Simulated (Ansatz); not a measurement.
Geometry optimisation, RKS PBE/def2-SVP (Ansatz 0.2.0).

Input:

```yaml
crystal:
  periodic: [false, false, false]
  atoms:
    - { symbol: Li, position_ang: [-0.98348, 0.38208, -1.92083] }
    - { symbol: C, position_ang: [0.54276, 0.93525, -0.95889] }
    - { symbol: C, position_ang: [0.54336, 0.28006, 0.19547] }
    - { symbol: C, position_ang: [-0.50406, -0.71243, 0.61627] }
    - { symbol: H, position_ang: [1.3998, 1.6081, -1.05986] }
    - { symbol: H, position_ang: [1.32199, 0.40883, 0.95645] }
    - { symbol: H, position_ang: [0.16737, 1.22946, -1.939] }
    - { symbol: H, position_ang: [-0.05953, -1.69107, 0.80258] }
    - { symbol: H, position_ang: [-0.99239, -0.39346, 1.53788] }
basis:
  gaussian: { orbitals: def2-SVP }
hamiltonian:
  xc: pbe
relax:
  f_tol: 0.02
  max_steps: 50
```

Run as:

```bash
$ ansatz run input.yaml --threads 1 --pin off --max-ram 2048MiB --backend cpu --events-out ev --progress --plain --runs-dir out
```

Q: Where does it end, and by what steps?

A: It converged. After 16 steps the energy has fallen by 3.418 eV; H7 moved furthest, 1.19 Å. Parted: Li1–H7. Joined: Li1–C3, Li1–C4.

```
step  energy less start (eV)  largest force component (eV/Å)  accepted
   0                  0.0000                           3.967       yes
   1                 -1.0625                           2.998       yes
   2                 -1.8460                           1.266       yes
   3                 -2.2495                           0.694       yes
   4                 -2.3361                           0.799       yes
   5                 -2.4321                           0.345       yes
   6                 -2.5238                           0.462       yes
   7                 -2.6611                           0.610       yes
   8                 -2.8818                           0.950       yes
   9                 -3.1362                           0.813       yes
  10                 -3.2931                           1.183       yes
  11                 -3.3741                           0.495       yes
  12                 -3.4086                           0.192       yes
  13                 -3.4066                           0.381        no
  14                 -3.4180                           0.072       yes
  15                 -3.4184                           0.021       yes
  16                 -3.4185                           0.002       yes
```

```xyz
9
Properties=species:S:1:pos:R:3
Li -0.420 -0.512 -1.501
C 0.595 1.188 -0.896
C 0.642 0.175 0.084
C -0.449 -0.576 0.568
H 1.515 1.695 -1.219
H 1.649 -0.215 0.334
H -0.338 1.777 -1.018
H -0.296 -1.364 1.319
H -1.462 -0.122 0.559
```

Time of the run: 43 s on 1 thread of Arm Neoverse V1 (shared host), peak memory 0.11 GiB.
